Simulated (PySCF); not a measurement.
Two species compared at the same levels of theory.

First species: C2H13NSi4.
SMILES: `C=N[SiH2][Si](C)([SiH3])[SiH3]`

Second species: C7H9NOSi.
Atom-mapped SMILES: `[CH2:1]=[CH:2][CH2:3]/[CH:4]=[CH:5]\[Si@@H:6]([C:7]#[N:8])[CH:9]=[O:10]` (hydrogens: H11, H12 on C1; H13 on C2; H14, H15 on C3; H16 on C4; H17 on C5; H18 on Si6; H19 on C9)

Levels: PBE0/pcSseg-1 for dipole moment, HOMO energy, LUMO energy and HOMO–LUMO gap; GFN2-xTB for rotational constant A and rotational constant C. Geometries: GFN2-xTB. All species are isolated and taken at one optimised geometry, non-relativistic unless stated; the electronic structure was computed with PySCF and density fitting.

The conformers computed, where there is a choice (atom-mapped SMILES and torsion angles):
- `[CH2:1]=[N:2][SiH2:3][Si:4]([CH3:5])([SiH3:6])[SiH3:7]`: C1–N2–Si3–Si4 -109°, N2–Si3–Si4–C5 -176°
- `[CH2:1]=[CH:2][CH2:3]/[CH:4]=[CH:5]\[Si@@H:6]([C:7]#[N:8])[CH:9]=[O:10]`: C1–C2–C3–C4 -119°, C2–C3–C4–C5 116°, C4–C5–Si6–C7 -175°, C5–Si6–C9–O10 99°

Values for the first species:

```
Dipole moment         : 1.29 D
HOMO energy           : -7.00 eV
LUMO energy           : -0.90 eV
HOMO–LUMO gap         : 6.10 eV
Rotational constant A : 1.159 GHz
Rotational constant C : 0.713 GHz
```

Problem. Estimate the same properties for the second species, and the change in each.

Solution. 
| property | first | second | second less first |
| --- | --- | --- | --- |
| dipole moment | 1.29 D | 3.66 D | +2.37 D |
| HOMO energy | -7.00 eV | -7.41 eV | -0.41 eV |
| LUMO energy | -0.90 eV | -2.12 eV | -1.22 eV |
| HOMO–LUMO gap | 6.10 eV | 5.29 eV | -0.81 eV |
| rotational constant A | 1.159 GHz | 1.917 GHz | +0.758 GHz |
| rotational constant C | 0.713 GHz | 0.534 GHz | -0.179 GHz |

On the first: In atomic units the dipole is 0.51 e·bohr (1 au = 2.5417 D).

On the second: A dipole of 3.66 D is allowed in C1, and pure rotational transitions are dipole-allowed. The dipole equals about 12.2 × 10⁻³⁰ C·m (1 D = 3.33564 × 10⁻³⁰ C·m).
